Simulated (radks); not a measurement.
Rh, configuration [Kr] 4d7 5s2 (not the ground configuration).

Calculated with a radial shooting solver on a logarithmic mesh with Libxc functionals: scalar-relativistic Kohn-Sham, PBE, spin-polarised, spherical densities, point nucleus; open shells are filled with parallel spins first (spin-orbit coupling, left out, can overturn this in heavy ions).

Energy parts (eV):
| part | energy |
|---|---|
| total | -130181.471 |
| kinetic | 134825.765 |
| electron-nucleus | -314080.842 |
| Hartree | 52838.834 |
| exchange-correlation | -3765.227 |

Orbitals (lengths in bohr, moments of r in powers of bohr):
orbital  occ.  eigenvalue (eV)      <r^4>
1s down     1        -23042.49  5.366e-06
1s up       1        -23042.49  5.366e-06
2s up       1        -3344.099  0.0009692
2s down     1        -3343.630  0.0009691
2p up       3        -2997.272  0.0006945
2p down     3        -2996.919  0.0006943
3s up       1        -600.7135    0.04694
3s down     1        -600.4786    0.04689
3p up       3        -486.7335    0.05079
3p down     3        -486.4644    0.05070
3d up       5        -304.5780    0.05102
3d down     5        -304.1539    0.05085
4s up       1         -86.9769      1.771
4s down     1         -84.9118      1.761
4p up       3         -54.7968      2.785
4p down     3         -52.6307      2.792
4d up       5          -9.5643      15.49
4d down     2          -7.5249      19.23
5s up       1          -5.6279      193.9
5s down     1          -4.9488      239.0

The highest occupied level is 5s down at -4.949 eV. Summed over all electrons, <r^2> = 55.37 bohr^2, which gives a Langevin (diamagnetic) susceptibility term of -43.9 x 10^-6 cm^3/mol. Spin moment in Bohr magnetons: 3. The density falls to 0.001 e/bohr^3 at r = 4.59 bohr.
